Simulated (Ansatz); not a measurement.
A structure relaxed at PBE0-D4/def2-TZVPD in Ansatz, charge -1, doublet:

Cartesian coordinates in Å:
```
Mo 0.260 1.721 -0.961
S 0.265 -0.187 -0.132
S -0.526 -1.534 1.093
```

Q: Give its formula and point group.

A: the cluster MoS₂⁻. Point group Cs (tolerance 0.1 Å).

Q: Summarise the bond lengths by kind (pairs closer than 1.2 times the sum of covalent radii, bridged metal pairs left out).

A: 1 × Mo–S 2.08 Å; 1 × S–S 1.99 Å. The metal has 1 neighbour: S 2.08 Å.

In the def2 sets Mo takes a core potential; there is no spin–orbit coupling. The charge -1 doublet is spin-contaminated (final ⟨S²⟩ up to 2.00, 0.75 for a pure state). Another isomer (quartet) lies 4.22 eV lower at PBE0-D4/def2-TZVPD; other spin states weren't run for this one.
